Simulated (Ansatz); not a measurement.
Coupled-cluster diagnostics for ZrSe2, Ansatz.

Geometry of the singlet (PBE-D4/def2-TZVP):

```xyz
3

Zr   -0.6784   -0.5607   -0.2603
Se    0.5544    0.8610   -1.6815
Se    0.1240   -0.3002    1.9418
```

In the def2 sets Zr takes a core potential; there is no spin–orbit coupling. Correlated methods freeze 18 core orbitals; core or outer-core shells of Zr, Se are correlated, in sets that lack core-valence functions. The structure comes from a short search, and lower isomers may exist.

(1) Estimate the CCSD(T) correlation energy, the shares of MP2 and (T), T1 and the reference's ⟨S²⟩ for: charge 0, singlet, own geometry in def2-TZVPP; and the rough time on 4 threads of Intel Xeon Platinum 8259CL on a shared host.

## Answers

(1) 
```json
{"state": "charge 0, singlet, own geometry", "basis": "def2-TZVPP", "correlation (eV)": "-24.963", "MP2 share (%)": "97.0", "(T) share (%)": "5.7", "T1": "0.024", "⟨S²⟩ (pure)": "0.00 (0.00)", "wall time": "14 s"}
```
Customary marks for T1 are 0.02 (closed shells), 0.045 (open shells) and about 0.05 (3d metals). T1 exceeds 0.02 in 1 of 1 rows and 0.045 in 0; the higher it lies, the less the single-reference result can be trusted.
